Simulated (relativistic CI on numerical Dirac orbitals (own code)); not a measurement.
**Cd³⁰⁺: sensitivity of the levels to the model**

Base calculation: Dirac-Coulomb-Breit CI, KLI orbitals optimised for each configuration, model QED, unscaled Slater integrals.

Configuration list (outside the closed core [Ne]): 3s2 3p6, 3s2 3p5 3d, 3s 3p6 3d, 3s2 3p5 4s, 3s2 3p5 4p, 3s2 3p5 4d, 3s 3p6 4s, 3p6 3d 4p, 3p6 3d2, 3p5 3d3, 3p5 3d2 4s, 3p5 3d2 4p, 3p5 3d2 4d, 3p6 3d 4s, 3p5 3d 4s2, 3p5 3d 4s 4p, 3p5 3d 4s 4d. Double excitations out of closed p, d and f shells are left out; levels of such configurations are missing from the list, as are those of other unlisted configurations, and high levels can miss mixing partners.

The lowest level and the first level of each name with at least 55 % of one term (blank where a level has no safe partner in the second run):

| Level | Base (eV) | Shift (eV) |
| --- | --- | --- |
| 3s2 3p6 1S_0 | 0.000 | 0.000 |
| 3s2 3p5 3d 3P°_0 | 133.362 | -2.695 |
| 3s2 3p5 3d 3P°_1 | 137.407 | -6.739 |
| 3s2 3p5 3d 3F°_3 | 142.775 | -6.614 |
| 3s2 3p5 3d 3F°_4 | 148.131 | -11.970 |
| 3s2 3p5 3d 3D°_3 | 158.083 | -12.041 |
| 3s2 3p5 3d 3D°_1 | 169.843 | -23.801 |
| 3s2 3p5 3d 3F°_2 | 184.882 |  |
| 3s2 3p5 3d 1P°_1 | 216.350 | -31.533 |
| 3s 3p6 3d 3D_1 | 299.839 | -53.256 |
| 3s 3p6 3d 3D_2 | 302.161 | -55.578 |
| 3s 3p6 3d 3D_3 | 309.264 | -62.681 |
| 3s 3p6 3d 1D_2 | 319.013 | -61.054 |
| 3p6 3d2 3F_2 | 608.598 | -108.256 |

At this charge energies of transitions that change n are usually good to better than 1 %, and those within a shell (Δn = 0) to a few per cent.

Question: One thing was changed in a second run, which moved the levels as shown. Which?
A. QED terms removed
B. configuration mixing switched off
C. one mean potential for all configurations
D. Breit term removed
E. valence Slater integrals scaled by 0.9
F. non-relativistic limit

Answer: F. Non-relativistic limit. Without relativity the fine structure collapses and s electrons lose their extra binding.

LS names give the leading component of a level, which can be under half, so a name can repeat, a term be missing and a line seem to break the LS rules.
